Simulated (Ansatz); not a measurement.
Harmonic frequencies (cm⁻¹) at PBE0-D4/def2-TZVP from Ansatz: 36, 75, 169, 229, 365, 611, 642, 686, 700, 718, 871, 978, 1000, 1196, 1352, 1421, 1710, 1907, 3136, 3182, 3278.

Each molecule was computed in one conformer, which needn't be the lowest.

Task: Which molecule is it?
A. `CB1N[SiH2]1`
B. `C1[CH2][Zn][O]1`
C. `C=NC(=N)F`
D. `C=C[O][SbH][F]`

Result: D.
